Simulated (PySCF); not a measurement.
In(All)(OH)2 (C₃H₇InO₂), SMILES [CH2]([In]([OH])[OH])C=C.

Coordinates come from a B3LYP-D3(BJ)/def2-SVP optimisation. The def2 effective core potentials stand for the cores of In; spin–orbit coupling is left out. Other conformers were not sampled.

These are C-PCM-ωB97X/def2-SVP (PySCF) values and carry that method's errors.

The values are the electrostatic part of the solvation free energy, E(continuum) − E(gas) at the gas-phase geometry, in a cavity of scaled van der Waals radii (PySCF's table); cavitation and dispersion terms are not included. A continuum can't describe solvent molecules that bind to the metal. In vacuum the orbital gap is 10.06 eV. The dipole moment in vacuum is 2.38 D.

Computed values in water (ε = 78.36), cyclohexanone (ε = 15.62), chlorobenzene (ε = 5.70):
```csv
solvent,ε,ΔG(elec) (kcal/mol),dipole (D),gap (eV)
water,78.36,-12.1,2.77,10.07
cyclohexanone,15.62,-11.4,2.75,10.07
chlorobenzene,5.70,-10.0,2.70,10.07
```
